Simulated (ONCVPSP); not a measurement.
## S (Z = 16), ONCV: configuration errors across variants

* Element: S (Z = 16)
* Generator: ONCVPSP 4.0.1
* Type: optimised norm-conserving Vanderbilt (ONCV)
* Functional: LDA (Perdew-Wang 92)
* Relativity: scalar-relativistic
* Frozen core: [He]
* Valence charge: 14
* Reference configuration: 2s2 2p6 3s2 3p3 (charge +1)
* Partial waves: 2s+3s: rc 0.85 bohr, ncon 4, nbas 8, qcut 15.8 1/bohr, 3 projectors, debl 0.8 Ha; 2p+3p: rc 0.90 bohr, ncon 4, nbas 9, qcut 18 1/bohr, 2 projectors; d scattering state at 0.3 Ha: rc 0.90 bohr, ncon 4, nbas 9, qcut 12.3 1/bohr, 1 projector
* Local potential: polynomial inside 0.80 bohr (lpopt 5, dvloc0 4 Ha)
* Core correction: none

In the s channel the program set the typed energies aside and used -8.177, -1.015, 0.250 Ha.

All-electron excitation energies from the reference (eV): (1) 2s2 2p6 3s2 3p4 -11.858; (2) 2s2 2p6 3s2 3p2 22.370; (3) 2s2 2p6 3s2 3p1 56.524; (4) 2s1 2p6 3s2 3p4 214.580.

2 further variants failed, have other tests or another functional or relativity, and are left out.

A true bound ghost makes a file unfit for plane-wave use even where its test errors are small: the radial tests pick states by their node count and pass the ghost by.

Errors AE − PS in meV (a dash: test not solved or not reliable):

| change | (1) | (2) | (3) | (4) | bound ghosts | GHOST(+) flags above zero |
| --- | --- | --- | --- | --- | --- | --- |
| base | +0.5 | +0.8 | +6.2 | -561 | none | none |
| d: rc 1.08 | +0.5 | +0.8 | +6.2 | -561 | none | none |
| local potential polynomial inside 0.65 bohr (lpopt 5, dvloc0 1 Ha) | +0.5 | +0.7 | +6.2 | -558 | none | none |
| all radii scaled by about 1.04 (s 0.88, p 0.94, d 0.94 bohr); local potential polynomial inside 0.84 bohr (lpopt 5, dvloc0 4 Ha) | +0.6 | +0.7 | +6.1 | -610 | none | none |
| p: ncon 5, nbas 10 | +0.5 | +0.7 | +5.8 | -533 | none | none |

Problem. Give the same row for: s: nproj 4.

Solution. +0.5, +0.8, +6.1, -403; bound ghosts: s; GHOST(+) flags above zero: none.
